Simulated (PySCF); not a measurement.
Working with the constants of BiB

MN15 constants of BiB, ³Π (triplet), unpaired electrons σ ↑, π ↑ (basis Bi def2-SVP with ECP60, B def2-SVP; scalar-relativistic core potentials; PySCF 2.14; masses 208.9804 and 11.0093 u):

| Property | Result |
| --- | --- |
| ωe | 620.5 cm⁻¹ |
| ωexe | 3.89 cm⁻¹ |
| Be | 0.35244 cm⁻¹ |
| αe | 0.00271 cm⁻¹ |
| D (centrifugal) | 4.55e-07 cm⁻¹ |
| De to Bi + B | 2.19 eV |

Task: Give the vibrational terms G(v) and spacings up to v = 6.

Result: G(v) = ωe(v+½) − ωexe(v+½)².

| v | G(v) (cm⁻¹) | G(v) − G(v−1) | Bv (cm⁻¹) |
| --- | --- | --- | --- |
| 0 | 309 |  | 0.3511 |
| 1 | 922 | 613 | 0.3484 |
| 2 | 1527 | 605 | 0.3457 |
| 3 | 2124 | 597 | 0.3430 |
| 4 | 2713 | 589 | 0.3402 |
| 5 | 3295 | 582 | 0.3375 |
| 6 | 3869 | 574 | 0.3348 |

Task: How well does the Morse estimate ωe²/(4ωexe) reproduce De, and what is D0?

Result: It gives 3.07 eV, 140 % of the computed De. D0 = De − G(0) = 2.19 − 0.04 = 2.15 eV.

Spin–orbit coupling is left out, which matters for elements this heavy, above all for dissociation energies. The state is the lowest determinant that a PBE0 search found; another state may lie lower at other levels.
